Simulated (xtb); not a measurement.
Input file for xtb: GFN2-xTB on AlClH2O2 (SMILES [OH][Al]([OH])[Cl]), a point of a torsion scan.

```
$ xtb mol.xyz --gfn 2 --opt vtight --chrg 0 --uhf 0 --input xcontrol
6

O     -1.33850626    -0.87527157     0.55978370
Al    -0.08314116     0.46490324     0.41200388
O      1.38733880     0.42269461     1.52938816
Cl     0.09871708     1.43384694    -1.58175076
H     -1.40075316    -1.29324340    -0.33899540
H      1.87109714    -0.43391948     1.41398538
$constrain
  force constant=1.0
  dihedral: 5,1,2,4,30.0
$end
```

Output:

```
[...]
           -------------------------------------------------
          |                Calculation Setup                |
           -------------------------------------------------



           -------------------------------------------------
          |                 G F N 2 - x T B                 |
           -------------------------------------------------

        Reference                      10.1021/acs.jctc.8b01176
      * Hamiltonian:
        H0-scaling (s, p, d)           1.850000    2.230000    2.230000
        zeta-weighting                 0.500000
      * Dispersion:
        s8                             2.700000
        a1                             0.520000
        a2                             5.000000
        s9                             5.000000
      * Repulsion:
        kExp                           1.500000    1.000000
        rExp                           1.000000
      * Coulomb:
        alpha                          2.000000
        third order                    shell-resolved
        anisotropic                    true
        a3                             3.000000
        a5                             4.000000
        cn-shift                       1.200000
        cn-exp                         4.000000
        max-rad                        5.000000


          ...................................................
          :                      SETUP                      :
          :.................................................:
          :  # basis functions                  30          :
          :  # atomic orbitals                  28          :
          :  # shells                           12          :
          :  # electrons                        24          :
          :  max. iterations                   250          :
          :  Hamiltonian                  GFN2-xTB          :
          :  restarted?                      false          :
          :  GBSA solvation                  false          :
          :  PC potential                    false          :
          :  electronic temp.          300.0000000     K    :
          :  accuracy                    1.0000000          :
          :  -> integral cutoff          0.2500000E+02      :
          :  -> integral neglect         0.1000000E-07      :
          :  -> SCF convergence          0.1000000E-05 Eh   :
          :  -> wf. convergence          0.1000000E-03 e    :
          :  Broyden damping             0.4000000          :
          :  net charge                          0          :
          :  unpaired electrons                  0          :
          ...................................................

 iter      E             dE          RMSdq      gap      omega  full diag
   1    -14.8764361 -0.148764E+02  0.155E+01    4.63       0.0  T
   2    -14.9374561 -0.610200E-01  0.896E+00    3.17       1.0  T
   3    -14.9411582 -0.370212E-02  0.150E+00    3.37       1.0  T
   4    -14.9433736 -0.221535E-02  0.679E-01    3.24       1.0  T
   5    -14.9435872 -0.213652E-03  0.373E-01    3.38       1.0  T
   6    -14.9436543 -0.670803E-04  0.116E-01    3.32       1.0  T
   7    -14.9436590 -0.471878E-05  0.102E-01    3.35       1.0  T
   8    -14.9436792 -0.202102E-04  0.692E-02    3.34       1.0  T
   9    -14.9436845 -0.526637E-05  0.338E-02    3.34       1.2  T
  10    -14.9436863 -0.178382E-05  0.233E-02    3.35       1.8  T
  11    -14.9436864 -0.138131E-06  0.487E-03    3.34       8.4  T
  12    -14.9436865 -0.115793E-06  0.372E-03    3.35      11.0  T
  13    -14.9436866 -0.208370E-07  0.148E-03    3.34      27.7  T
  14    -14.9436866 -0.549421E-08  0.557E-04    3.35      73.3  T
  15    -14.9436866 -0.387661E-09  0.587E-04    3.35      69.5  T

   *** convergence criteria satisfied after 15 iterations ***

         #    Occupation            Energy/Eh            Energy/eV
      -------------------------------------------------------------
         1        2.0000           -1.0510071             -28.5994
       ...           ...                  ...                  ...
         6        2.0000           -0.5178025             -14.0901
         7        2.0000           -0.4817509             -13.1091
         8        2.0000           -0.4750492             -12.9267
         9        2.0000           -0.4646723             -12.6444
        10        2.0000           -0.4541228             -12.3573
        11        2.0000           -0.4458107             -12.1311
        12        2.0000           -0.4408864             -11.9971 (HOMO)
        13                         -0.3179574              -8.6521 (LUMO)
        14                         -0.1498409              -4.0774
        15                         -0.1190277              -3.2389
        16                         -0.1143800              -3.1124
        17                         -0.0265126              -0.7214
       ...                                ...                  ...
        28                
[...]
        0.0134646               0.3664
       ...                                ...                  ...
        28                          1.1712625              31.8717
      -------------------------------------------------------------
                  HL-Gap            0.1709612 Eh            4.6521 eV
             Fermi-level           -0.3418585 Eh           -9.3024 eV

 SCC (total)                   0 d,  0 h,  0 min,  0.003 sec
 SCC setup                      ...        0 min,  0.000 sec (  1.798%)
 Dispersion                     ...        0 min,  0.000 sec (  0.552%)
 classical contributions        ...        0 min,  0.000 sec (  0.189%)
 integral evaluation            ...        0 min,  0.001 sec ( 29.235%)
 iterations                     ...        0 min,  0.001 sec ( 21.422%)
 molecular gradient             ...        0 min,  0.001 sec ( 43.978%)
 printout                       ...        0 min,  0.000 sec (  2.449%)

         :::::::::::::::::::::::::::::::::::::::::::::::::::::
         ::                     SUMMARY                     ::
         :::::::::::::::::::::::::::::::::::::::::::::::::::::
         :: total energy             -14.960145939149 Eh    ::
         :: gradient norm              0.000096754196 Eh/a0 ::
         :: HOMO-LUMO gap              4.652091341093 eV    ::
         ::.................................................::
         :: SCC energy               -15.045437051002 Eh    ::
         :: -> isotropic ES            0.095905628113 Eh    ::
         :: -> anisotropic ES          0.002620186522 Eh    ::
         :: -> anisotropic XC         -0.003711357697 Eh    ::
         :: -> dispersion             -0.002707007809 Eh    ::
         :: repulsion energy           0.085290915831 Eh    ::
         :: add. restraining           0.000000196022 Eh    ::
         :: total charge              -0.000000000000 e     ::
         :::::::::::::::::::::::::::::::::::::::::::::::::::::

           -------------------------------------------------
          |                Property Printout                |
           -------------------------------------------------

    * Orbital Energies and Occupations

         #    Occupation            Energy/Eh            Energy/eV
      -------------------------------------------------------------
         1        2.0000           -1.0360418             -28.1921
         2        2.0000           -0.6825932             -18.5743
         3        2.0000           -0.6727184             -18.3056
         4        2.0000           -0.5918707             -16.1056
         5        2.0000           -0.5537312             -15.0678
         6        2.0000           -0.4785139             -13.0210
         7        2.0000           -0.4758676             -12.9490
         8        2.0000           -0.4715653             -12.8319
         9        2.0000           -0.4677460             -12.7280
        10        2.0000           -0.4464016             -12.1472
        11        2.0000           -0.4343264             -11.8186
        12        2.0000           -0.4273391             -11.6285 (HOMO)
        13                         -0.2563779              -6.9764 (LUMO)
        14                         -0.0969251              -2.6375
        15                         -0.0146251              -0.3980
        16                          0.0038091               0.1037
        17                          0.0134646               0.3664
        18                          0.0216219               0.5884
        19                          0.0309231               0.8415
        20                          0.0565160               1.5379
        21                          0.0657833               1.7901
        22                          0.0757402               2.0610
        23                          0.0819436               2.2298
       ...                                ...                  ...
        28                          1.1712625              31.8717
      -------------------------------------------------------------
                  HL-Gap            0.1709612 Eh            4.6521 eV
             Fermi-level           -0.3418585 Eh           -9.3024 eV

     #   Z          covCN         q      C6AA      α(0)
     1   8 O        1.542    -0.463    22.197     6.356
     2  13 Al       2.240     0.419   118.876    24.101
     3   8 O        1.542    -0.454    22.007     6.329
Note: The following floating-point exceptions are signalling: IEEE_UNDERFLOW_FLAG IEEE_DENORMAL
normal termination of xtb
     4  17 Cl       0.769    -0.142   103.419    15.556
     5   1 H        0.807     0.320     0.664     1.279
     6   1 H        0.807     0.321     0.661     1.277

 Mol. C6AA /au·bohr⁶  :        988.040803
 Mol. C8AA /au·bohr⁸  :      46472.098264
 Mol. α(0) /au        :         54.898162


Wiberg/Mayer (AO) data.
largest (>0.10) Wiberg bond orders for each atom

 ---------------------------------------------------------------------------
     #   Z sym  total        # sym  WBO       # sym  WBO       # sym  WBO
 ---------------------------------------------------------------------------
     1   8 O    2.293 --     2 Al   1.344     5 H    0.858
     2  13 Al   4.053 --     3 O    1.354     1 O    1.344     4 Cl   1.303
     3   8 O    2.301 --     2 Al   1.354     6 H    0.857
     4  17 Cl   1.432 --     2 Al   1.303
     5   1 H    0.898 --     1 O    0.858
     6   1 H    0.897 --     3 O    0.857
 ---------------------------------------------------------------------------

Topologies differ in total number of bonds
Writing topology from bond orders to xtbtopo.mol

molecular dipole:
                 x           y           z       tot (Debye)
 q only:       -0.146      -0.646       0.421
   full:       -0.173      -0.784       0.528       2.442
molecular quadrupole (traceless):
                xx          xy          yy          xz          yz          zz
 q only:        2.317       0.868      -2.086       2.911       1.155      -0.231
  q+dip:        3.085       1.547      -2.527       3.786       1.224      -0.558
   full:        2.573       0.146      -2.306       2.647       2.719      -0.267

           -------------------------------------------------
          |                Geometry Summary                 |
           -------------------------------------------------

      molecular mass/u    :       96.4491675
   center of mass at/Å    :        0.1314918       0.5478585      -0.2271419
  moments of inertia/u·Å² :        0.7601789E+02   0.1493558E+03   0.2253404E+03
rotational constants/cm⁻¹ :        0.2217587E+00   0.1128689E+00   0.7480965E-01

 * 5 selected distances

     #   Z          #   Z                                           value/Å
     1   8 O        2  13 Al                                      1.6438760
     2  13 Al       3   8 O                                       1.6473721
     2  13 Al       4  17 Cl                                      2.0274614 (max)
     1   8 O        5   1 H                                       0.9440703 (min)
     3   8 O        6   1 H                                       0.9457736

 * 3 distinct bonds (by element types)

   Z      Z             #   av. dist./Å        max./Å        min./Å
   1 H    8 O           2     0.9449219     0.9457736     0.9440703
   8 O   13 Al          2     1.6456241     1.6473721     1.6438760
  13 Al  17 Cl          1     2.0274614     2.0274614     2.0274614


optimized geometry written to: xtbopt.xyz


           -------------------------------------------------
          | TOTAL ENERGY              -14.960145939149 Eh   |
          | GRADIENT NORM               0.000096754196 Eh/α |
          | HOMO-LUMO GAP               4.652091341093 eV   |
           -------------------------------------------------

------------------------------------------------------------------------
------------------------------------------------------------------------
 total:
 SCF:
 ANC optimizer:
```

The run finished.

Warnings raised: the energy holds the restraint's term.

Cost: about 0.12 core-seconds (a rough figure).
